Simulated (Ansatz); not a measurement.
Process, species as SMILES: [O]=[Y][Cl] → [O]=[Y] + Cl atom (the Cl-Y bond at the site shown breaks; other sites are not compared here)
Structures are relaxed separately at B3LYP-D3(BJ)/def2-TZVP in Ansatz (a quantum-chemistry and plane-wave program). Frequencies are from Ansatz. [O]=[Y]: The spin state was set by rule; other spins were not relaxed.

Quantity: bond dissociation energy (enthalpy at 298 K, with B3LYP-D3(BJ) rigid-rotor harmonic-oscillator terms), in kJ/mol. Cores are frozen in the correlated levels unless marked. Open shells are spin-unrestricted. Spin-orbit coupling is left out. The frozen core is the preceding noble-gas configuration, with the filled d and f shells of earlier blocks. Past Kr the def2 sets carry scalar-relativistic core potentials. CBS(X,Y): correlation extrapolated as X^-3; Hartree-Fock from the larger set.

```
level                                  program  bond dissociation energy (kJ/mol)
------------------------------  --------------  ---------------------------------
PBE0/def2-TZVP                          Ansatz                              447.0
PBE0/def2-TZVPD                         Ansatz                              447.7
CAM-B3LYP-D4/def2-TZVPD         Ansatz + dftd4                              443.6
B2GP-PLYP-D3(BJ)/def2-TZVPD     Ansatz + dftd3                              456.8
MP2/def2-QZVPP                          Ansatz                              474.2
MP2/def2-QZVPPD                         Ansatz                              474.5
MP2/CBS(def2-TZVPP,def2-QZVPP)          Ansatz                              481.2
```

Estimate the value at CCSD(T)/CBS(def2-TZVPPD,def2-QZVPPD) as computed with Ansatz.

465.4 kJ/mol, so MP2/CBS(def2-TZVPP,def2-QZVPP) differs from it by 15.8 kJ/mol.
